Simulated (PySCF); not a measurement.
Calculation: M06-2X/def2-TZVP // B3LYP-D3(BJ)/def2-TZVP in PySCF 2.14.0. All species are isolated molecules in the gas phase. One relaxed conformer stands for a flexible species; it need not be the lowest. Excitations are Tamm–Dancoff values on a coarser integration grid. The basis has no diffuse functions, so Rydberg states are missing or too high.

Reference species (SMILES): `C(C(=C)C#N)[SiH3]` (neutral, multiplicity 1).

```
Quantity                                       Result
-------------------------------------------  --------
HOMO–LUMO gap                                 8.42 eV
brightest of the four lowest singlets (TDA)   6.52 eV
HOMO                                         -8.99 eV
```

After one change: the HOMO–LUMO gap goes up by 1.01 eV; the brightest of the four lowest singlets (TDA) rises by 0.92 eV; the HOMO decreases by 0.49 eV.

Question: Which change was made? The new species is one of these.
(A) `N#CC/C=C\[SiH3]`
(B) `C/C([SiH3])=C\C#N`
(C) `C/C=C(/[SiH3])C#N`
(D) `C/C=C(\[SiH3])C#N`

Answer: A, `N#CC/C=C\[SiH3]`
